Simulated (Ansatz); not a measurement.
System: SeBr2, net charge -1, doublet state. SMILES of the parent species: Br[Se]Br
Geometry from a B3LYP-D3(BJ)/def2-TZVP (Ansatz, an electronic-structure program) optimisation:
```
Se
Br 1 2.5979
Br 1 2.5979 2 157.40
```
Charge -1, spin multiplicity 2.

Parts of the frozen-core correlation energy in aug-cc-pVDZ (Ansatz, hartree). Frozen orbitals: 42; correlated occupied orbitals by spin: 11 and 10; virtual: 55 and 56. Open shells are spin-unrestricted. No spin-orbit coupling. Non-relativistic.

```
term                             value
-------------------------  -----------
reference (HF)             -7544.68912
MP2 opposite-spin                    ?
MP2 same-spin                        ?
CCSD correlation              -0.39718
(T)                                  ?
T1 diagnostic                    0.022
largest doubles amplitude        0.039
<S^2> of the reference           0.762
```

Fill in the missing entries.


- MP2 opposite-spin, value: -0.26516
- MP2 same-spin, value: -0.10017
- (T), value: -0.01448
